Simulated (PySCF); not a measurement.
Compound: C4H5BCl2.
Bonds: C1–C2, C2–C3 (triple), C3–C4, C4–B5, B5–Cl6, B5–Cl7. Hydrogens: H8, H9, H10 on C1; H11, H12 on C4.

Torsions of this conformer, `[CH3:1][C:2]#[C:3][CH2:4][B:5]([Cl:6])[Cl:7]`: C3–C4–B5–Cl6 177°.

The closed-shell ground state was solved at several levels (PySCF, density fitting, gas phase, non-relativistic). One conformer (not necessarily the lowest) at the PBE0-D3(BJ)/def2-SVP geometry, without solvent, vibrations or thermal averaging.

```tsv
level	basis functions	total energy (Eh)	HOMO (eV)	LUMO (eV)	gap (eV)	dipole (D)
B97-2/pcSseg-1	158	-1100.6604	-7.05	-1.36	5.69	1.47
PBE0/6-31G*	116	-1100.1444	-7.02	-1.23	5.79	1.54
B3LYP/cc-pVTZ	288	-1100.8544	-6.99	-1.48	5.51	1.33
PBE0/pcSseg-1	158	-1100.1260	-7.31	-1.37	5.94	1.48
PBE0/def2-TZVP	259	-1100.2778	-7.24	-1.32	5.92	1.33
PBE0/def2-SVP	131	-1099.7747	-7.15	-1.08	6.07	1.22
PBE0/6-311+G(2d,p)	235	-1100.2622	-7.27	-1.40	5.87	1.37
LC-wPBE/pcSseg-1	158	-1100.2736	-10.09	0.91	11.00	1.56
PBE0/pcSseg-0	81	-1098.7463	-7.48	-1.46	6.02	1.86
```

(1) Estimate the row for PBE0/STO-3G, a basis of 48 functions; the other rows only guide the guess.

(2) Over all these levels, which gives the widest orbital gap and which the narrowest?

(3) How much does the basis alone move the frontier levels among the 7 PBE0 rows (the withheld one included)?

(4) How far do the dipole and the HOMO energy spread over the levels?

## Answers

(1) Total energy -1088.0270 Eh, HOMO -5.56 eV, LUMO 0.65 eV, gap 6.21 eV, dipole 1.72 D.

(2) LC-wPBE/pcSseg-1 (range-separated hybrid) has the widest, 11.00 eV, and B3LYP/cc-pVTZ (global hybrid, 20 % exact exchange) the narrowest, 5.51 eV. Functional and basis both differ between the two, so the spread mixes both effects.

(3) The HOMO by 1.92 eV and the LUMO by 2.11 eV. By rising basis size (HOMO, LUMO in eV): STO-3G -5.56, 0.65; pcSseg-0 -7.48, -1.46; 6-31G* -7.02, -1.23; def2-SVP -7.15, -1.08; pcSseg-1 -7.31, -1.37; 6-311+G(2d,p) -7.27, -1.40; def2-TZVP -7.24, -1.32.

(4) The dipole runs from 1.22 to 1.86 D (mean 1.49 D) and the HOMO from -10.09 to -5.56 eV.
